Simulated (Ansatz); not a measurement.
**Molecular dynamics of CH₆ClNSi**

Input:

```yaml
crystal:
  periodic: [false, false, false]
  atoms:
    - { symbol: Si, position_ang: [-0.961248, -0.681467, -0.683773] }
    - { symbol: Cl, position_ang: [-0.541663, -2.151937, -2.068023] }
    - { symbol: "N", position_ang: [0.560204, -0.15773, -0.099117] }
    - { symbol: C, position_ang: [0.755863, 0.883273, 0.864232] }
    - { symbol: H, position_ang: [1.398762, -0.603057, -0.481926] }
    - { symbol: H, position_ang: [-1.844053, -1.278422, 0.384435] }
    - { symbol: H, position_ang: [-1.74665, 0.408721, -1.371237] }
    - { symbol: H, position_ang: [-0.226264, 1.281282, 1.206069] }
    - { symbol: H, position_ang: [1.28456, 0.539225, 1.78575] }
    - { symbol: H, position_ang: [1.32039, 1.760012, 0.463589] }
magnetization:
  spin_polarized: true
basis:
  gaussian: { orbitals: def2-SVP }
hamiltonian:
  xc: lda
md:
  timestep: 0.5
  n_steps: 200
  ensemble: nve
  temperature: 100.0
  initial_velocities: maxwell_boltzmann
  seed: 10921
```

Run as:

```bash
$ ansatz run input.yaml --threads 2 --pin off --max-ram 3072MiB --backend cpu --events-out ev --progress --plain --runs-dir out
```

It starts at the highest image of a converged band, a first-order saddle point between two minima.

Output, in part (one step line in 7, the closing report, with atoms numbered from 0):

```
md step     0: t =     0.00 fs  T =   100.0 K  F+E_penalty+E_count = -22922.96426651 eV  E_kin = 0.103408 eV  conserved = -22922.86085852 eV  (29 SCF iters)
md step     7: t =     3.50 fs  T =    70.1 K  F+E_penalty+E_count = -22922.93319053 eV  E_kin = 0.072516 eV  conserved = -22922.86067459 eV  (24 SCF iters)
md step    14: t =     7.00 fs  T =    45.4 K  F+E_penalty+E_count = -22922.90760163 eV  E_kin = 0.046905 eV  conserved = -22922.86069680 eV  (24 SCF iters)
md step    21: t =    10.50 fs  T =    41.6 K  F+E_penalty+E_count = -22922.90373435 eV  E_kin = 0.043024 eV  conserved = -22922.86071075 eV  (24 SCF iters)
md step    28: t =    14.00 fs  T =    54.7 K  F+E_penalty+E_count = -22922.91723728 eV  E_kin = 0.056524 eV  conserved = -22922.86071316 eV  (24 SCF iters)
md step    35: t =    17.50 fs  T =    61.1 K  F+E_penalty+E_count = -22922.92396041 eV  E_kin = 0.063176 eV  conserved = -22922.86078400 eV  (24 SCF iters)
md step    42: t =    21.00 fs  T =    48.2 K  F+E_penalty+E_count = -22922.91049943 eV  E_kin = 0.049842 eV  conserved = -22922.86065780 eV  (24 SCF iters)
md step    49: t =    24.50 fs  T =    55.8 K  F+E_penalty+E_count = -22922.91838666 eV  E_kin = 0.057668 eV  conserved = -22922.86071897 eV  (25 SCF iters)
md step    56: t =    28.00 fs  T =    66.2 K  F+E_penalty+E_count = -22922.92917758 eV  E_kin = 0.068420 eV  conserved = -22922.86075801 eV  (23 SCF iters)
md step    63: t =    31.50 fs  T =    66.2 K  F+E_penalty+E_count = -22922.92915864 eV  E_kin = 0.068451 eV  conserved = -22922.86070756 eV  (24 SCF iters)
md step    70: t =    35.00 fs  T =    52.9 K  F+E_penalty+E_count = -22922.91540794 eV  E_kin = 0.054695 eV  conserved = -22922.86071276 eV  (23 SCF iters)
md step    77: t =    38.50 fs  T =    43.7 K  F+E_penalty+E_count = -22922.90587584 eV  E_kin = 0.045158 eV  conserved = -22922.86071745 eV  (23 SCF iters)
md step    84: t =    42.00 fs  T =    43.1 K  F+E_penalty+E_count = -22922.90527966 eV  E_kin = 0.044604 eV  conserved = -22922.86067545 eV  (23 SCF iters)
md step    91: t =    45.50 fs  T =    55.3 K  F+E_penalty+E_count = -22922.91795644 eV  E_kin = 0.057179 eV  conserved = -22922.86077765 eV  (23 SCF iters)
md step    98: t =    49.00 fs  T =    44.9 K  F+E_penalty+E_count = -22922.90714067 eV  E_kin = 0.046451 eV  conserved = -22922.86068986 eV  (23 SCF iters)
md step   105: t =    52.50 fs  T =    38.1 K  F+E_penalty+E_count = -22922.90009440 eV  E_kin = 0.039412 eV  conserved = -22922.86068203 eV  (23 SCF iters)
md step   112: t =    56.00 fs  T =    56.6 K  F+E_penalty+E_count = -22922.91930519 eV  E_kin = 0.058549 eV  conserved = -22922.86075577 eV  (23 SCF iters)
md step   119: t =    59.50 fs  T =    72.3 K  F+E_penalty+E_count = -22922.93544433 eV  E_kin = 0.074735 eV  conserved = -22922.86070935 eV  (24 SCF iters)
md step   126: t =    63.00 fs  T =    70.8 K  F+E_penalty+E_count = -22922.93402729 eV  E_kin = 0.073246 eV  conserved = -22922.86078109 eV  (30 SCF iters)
md step   133: t =    66.50 fs  T =    38.6 K  F+E_penalty+E_count = -22922.90066441 eV  E_kin = 0.039959 eV  conserved = -22922.86070530 eV  (23 SCF iters)
md step   140: t =    70.00 fs  T =    23.7 K  F+E_penalty+E_count = -22922.88514497 eV  E_kin = 0.024472 eV  conserved = -22922.86067290 eV  (24 SCF iters)
md step   147: t =    73.50 fs  T =    35.1 K  F+E_penalty+E_count = -22922.89703564 eV  E_kin = 0.036315 eV  conserved = -22922.86072098 eV  (24 SCF iters)
md step   154: t =    77.00 fs  T =    52.1 K  F+E_penalty+E_count = -22922.91460832 eV  E_kin = 0.053866 eV  conserved = -22922.86074253 eV  (24 SCF iters)
md step   161: t =    80.50 fs  T =    51.2 K  F+E_penalty+E_count = -22922.91362918 eV  E_kin = 0.052917 eV  conserved = -22922.86071194 eV  (24 SCF iters)
md step   168: t =    84.00 fs  T =    49.3 K  F+E_penalty+E_count = -22922.91168612 eV  E_kin = 0.050943 eV  conserved = -22922.86074326 eV  (24 SCF iters)
md step   175: t =    87.50 fs  T =    52.1 K  F+E_penalty+E_count = -22922.91454633 eV  E_kin = 0.053865 eV  conserved = -22922.86068170 eV  (25 SCF iters)
md step   182: t =    91.00 fs  T =    60.5 K  F+E_penalty+E_count = -22922.92323649 eV  E_kin = 0.062512 eV  conserved = -22922.86072485 eV  (23 SCF iters)
md step   189: t =    94.50 fs  T =    58.6 K  F+E_penalty+E_count = -22922.92138600 eV  E_kin = 0.060604 eV  conserved = -22922.86078200 eV  (24 SCF iters)
md step   196: t =    98.00 fs  T =    36.4 K  F+E_penalty+E_count = -22922.89825249 eV  E_kin = 0.037594 eV  conserved = -22922.86065836 eV  (23 SCF iters)
md step   200: t =   100.00 fs  T =    34.5 K  F+E_penalty+E_count = -22922.89633940 eV  E_kin = 0.035626 eV  conserved = -22922.86071377 eV  (31 SCF iters)
Total energy: -22922.89637091 eV, -842.4009039338 hartree
Atom 0 at    -0.933815    -0.664696    -0.673056 Å, force     0.141113    -0.005675    -0.582375 eV/Å
Atom 1 at    -0.556856    -2.150059    -2.096383 Å, force    -0.105085     0.214879     0.491771 eV/Å
Atom 2 at     0.592142    -0.274856     0.029863 Å, force    -0.302162    -0.131391     0.321435 eV/Å
Atom 3 at     0.707297     0.923744     0.815138 Å, force    -0.136584     0.461546    -0.746924 eV/Å
Atom 4 at     1.420110    -0.560429    -0.495347 Å, force     0.145362     0.005437    -0.084298 eV/Å
Atom 5 at    -1.932696    -1.078752     0.380969 Å, force     0.098033    -0.090968    -0.081155 eV/Å
Atom 6 at    -1.558204     0.460571    -1.493937 Å, force     0.076472    -0.105567     0.211452 eV/Å
Atom 7 at    -0.174262     1.057344     1.474756 Å, force    -0.076813    -0.126977     0.187470 eV/Å
Atom 8 at     1.612209     1.003302     1.445461 Å, force     0.154471    -0.364746     0.174797 eV/Å
Atom 9 at     0.724455     1.837733     0.166255 Å, force     0.005193     0.143463     0.107827 eV/Å
Dipole moment:     0.204872     0.308133     0.218300 e Å
```

All steps were run. The conserved energy stayed within 0.022 meV per atom of its start (net change 0.015 meV per atom), so the integration is sound. The temperature averaged 0.49 of the 100 K drawn at the start: a run that starts near a minimum puts about half its kinetic energy into the potential. A run of 0.1 ps of so small a system gives no equilibrium averages. The orbitals stay closed-shell, which can raise the energy where a bond breaks towards radicals; this wasn't checked here.

The step under study would form Cl2–H5 and break Si1–Cl2, N3–H5. These pairs go: Cl2–H5 2.95 → 3.00 Å, Si1–Cl2 2.06 → 2.09 Å, N3–H5 1.02 → 1.02 Å. In the last frame they stand as before the step (other bonds may differ from the relaxed reactants and products). It ends as one piece, CH6ClNSi. Pairs count as bonded within 1.25 times the sum of covalent radii (0.12 Å more for H–H).

Last frame:

```xyz
10
Properties=species:S:1:pos:R:3
Si -0.934 -0.665 -0.673
Cl -0.557 -2.150 -2.096
N 0.592 -0.275 0.030
C 0.707 0.924 0.815
H 1.420 -0.560 -0.495
H -1.933 -1.079 0.381
H -1.558 0.461 -1.494
H -0.174 1.057 1.475
H 1.612 1.003 1.446
H 0.725 1.838 0.166
```

Time of the run: 4.2 min on 2 threads of Arm Neoverse V1 (shared host), peak memory 0.15 GiB.
